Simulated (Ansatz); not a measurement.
Reaction (formal exchange of groups at a Ge–B bond): `[SiH3][GeH2][B](Cl)Cl` + `C#CF` → `FC#[C][GeH2][SiH3]` + `ClBCl`

Program: Ansatz. Geometries: PBE0-D4/def2-TZVP. ΔE: electronic, gas phase. CCSD(T)/CBS adds triple-zeta CCSD(T) − MP2 to the extrapolated MP2 energy (def2 sets, frozen cores). This one scheme is used for every species. Functionals use def2-TZVPP. B3LYP here is the variant with VWN-RPA as its local correlation; programs differ in this. For Ge outer-core shells are correlated without core-valence functions, which leaves a few kJ/mol of doubt a bond. Scalar relativity is left out up to krypton. Each species was taken in one conformer, which may not be the lowest.

```tsv
level	ΔE (kJ/mol)	difference from CCSD(T)/CBS
PBE-D4	-13.9	7.0
r2SCAN-D4	-21.1	-0.2
PBE0-D4	-18.2	2.7
B3LYP-D4	-21.4	-0.5
ωB97X-V	-25.7	-4.8
ωB97M-V	-24.0	-3.1
B2PLYP	-29.4	-8.5
PBE	-18.1	2.8
PBE0	-22.1	-1.2
HF/def2-TZVPP	-45.4	-24.5
MP2/def2-TZVPP	-29.8	-8.9
CCSD/def2-TZVPP	-29.8	-8.9
CCSD(T)/def2-TZVPP	-27.7	-6.8
HF/def2-QZVPP	-45.9	-25.0
MP2/def2-QZVPP	-26.1	-5.2
HF/CBS(def2)	-46.0	-25.1
CCSD(T)/CBS	-20.9	0
```

Largest T1 diagnostic among the species: 0.013.

The D4 term adds +6.9 kJ/mol with B3LYP and +3.9 kJ/mol with PBE0; it sums over pairs of atoms, weighted by their polarisabilities, and B3LYP, whose exchange is more repulsive, gets the larger term. In def2-TZVPP, CCSD(T) changes the Hartree–Fock value by +17.7 kJ/mol (the triples alone add +2.0 kJ/mol) and MP2 by +15.6 kJ/mol.
